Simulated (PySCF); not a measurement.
C5H10NP.
SMILES with atom numbers: `[CH3:1][C:2]1=[CH:3][CH2:4][CH2:5][P:6]1[NH2:7]` (hydrogens: H8, H9, H10 on C1; H11 on C3; H12, H13 on C4; H14, H15 on C5; H16, H17 on N7)

Method: PBE/def2-SV(P) geometry optimisation, gas phase in PySCF 2.14.0; density fitting, grid level 1; the optimiser is geomeTRIC in internal coordinates, started from a GFN2-xTB structure.

Geometry at step 1:
```
atom  x, y, z in Å
C1      2.1611   -1.1737   -0.0105
C2      0.8685   -0.4219   -0.0984
C3      0.4099    0.2682   -1.1691
C4     -0.9380    0.9307   -1.0560
C5     -1.3379    0.9104    0.4320
P6     -0.3587   -0.4336    1.3091
N7     -1.3136   -1.8529    0.9385
H8      1.9888   -2.2407    0.2670
H9      2.8154   -0.7487    0.7868
H10     2.7266   -1.1541   -0.9688
H11     0.9809    0.3330   -2.1181
H12    -1.6830    0.3853   -1.6887
H13    -0.9175    1.9695   -1.4633
H14    -1.0632    1.8748    0.9169
H15    -2.4232    0.7492    0.6096
H16    -1.3307   -2.1499   -0.0482
H17    -1.1162   -2.6579    1.5436
```

**Question.** What forces act on the atoms?

**Answer.** 
| atom | Fx (eV/Å) | Fy (eV/Å) | Fz (eV/Å) |
| --- | --- | --- | --- |
| C1 | 0.094 | -0.046 | 0.038 |
| C2 | -0.080 | 0.015 | 0.017 |
| C3 | 0.106 | 0.017 | -0.112 |
| C4 | -0.088 | 0.038 | -0.108 |
| C5 | -0.094 | 0.030 | 0.057 |
| P6 | -0.017 | -0.078 | 0.053 |
| N7 | 0.082 | 0.063 | -0.045 |
| H8 | -0.005 | 0.013 | -0.008 |
| H9 | 0.002 | -0.025 | -0.015 |
| H10 | -0.011 | -0.001 | 0.002 |
| H11 | -0.018 | 0.008 | 0.031 |
| H12 | 0.023 | 0.023 | 0.008 |
| H13 | -0.001 | -0.021 | 0.018 |
| H14 | 0.008 | -0.038 | 0.013 |
| H15 | 0.023 | 0.001 | -0.010 |
| H16 | -0.015 | -0.017 | 0.005 |
| H17 | -0.010 | 0.019 | 0.057 |

The largest, 0.15 eV/Å, acts on C3; the rms over all components is 0.047 eV/Å. The forces sum to zero within rounding, as they must for an isolated molecule in no field.

**Question.** Give the force on C3 in Eh/bohr and in nN.

**Answer.** 0.155 eV/Å ÷ 51.422 = 0.00301 Eh/bohr, and 0.155 eV/Å × 1.602 = 0.25 nN.

**Question.** How far is this geometry from the end of the optimisation?

**Answer.** 0.008 eV above it, and 0.089 Å rms away after alignment. The bonds farthest from their final lengths, with half the difference of the two atoms' forces along the bond (positive lengthens):

| bond | now (Å) | final (Å) | force along bond (eV/Å) |
| --- | --- | --- | --- |
| P6–N7 | 1.750 | 1.738 | -0.07 |
| C5–P6 | 1.880 | 1.887 | +0.06 |
| C2–P6 | 1.867 | 1.863 | -0.01 |
| C1–C2 | 1.498 | 1.502 | +0.09 |
| C4–C5 | 1.541 | 1.544 | +0.08 |
| C3–C4 | 1.506 | 1.509 | +0.09 |

The angle farthest from its final value is P6–N7–H16, 116.5° against 119.2°.

What follows is the cost of the whole optimisation. Time: 74 s; peak memory 0.59 GiB. Hardware: one thread of an Arm Neoverse V2, no GPU, shared host with 192 logical CPUs at a one-minute load of 75.
